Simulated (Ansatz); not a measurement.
Reaction (formal exchange of groups at the Si–C bond): `SC[SiH2][SeH]` + `C#C[TeH]` → `[SeH][SiH2][TeH]` + `C#CCS`

Calculated with Ansatz (gas phase, PBE0-D4/def2-TZVP geometries, no zero-point term in ΔE). CBS: MP2 limit from def2 TZ/QZ plus the TZ coupled-cluster correction, frozen cores. Functionals use def2-TZVPP. HSE06 is defined as in plane-wave codes. Elements past krypton have def2 core potentials. For Se, Te outer-core shells are correlated without core-valence functions, which leaves a few kJ/mol of doubt a bond. Scalar relativity is left out up to krypton. One conformer a species, not always the lowest.

```json
{"level": "HSE06-D4", "ΔE (kcal/mol)": "-17.0"}
{"level": "BHLYP-D4", "ΔE (kcal/mol)": "-16.3"}
{"level": "B2PLYP", "ΔE (kcal/mol)": "-15.1"}
{"level": "CCSD(T)/def2-TZVPP", "ΔE (kcal/mol)": "-13.5"}
```

(1) What does CCSD(T)/CBS give? (Best estimate.)

(2) What do rigid-rotor, harmonic-oscillator terms from PBE0-D4/def2-TZVP frequencies (298.15 K, 1 bar) make of the CCSD(T)/CBS value? (Best estimate.)

Largest T1 diagnostic among the species: 0.012.

Answers

(1) Computed: -14.6 kcal/mol. The listed levels differ from it by -2.4, -1.7, -0.5, 1.1 kcal/mol.

(2) Ansatz gave: ΔZPE = +0.9 kcal/mol, ΔH = -13.7 kcal/mol, ΔS = 2 J/(mol·K), ΔG = -13.9 kcal/mol.

From r2SCAN to r2SCAN0 (25 % exact exchange), in def2-TZVPP and without D4, ΔE moves by −0.9 kcal/mol. At CCSD(T), def2-SVP lies −3.2 kcal/mol from the extrapolated value and def2-TZVPP +1.1 kcal/mol.
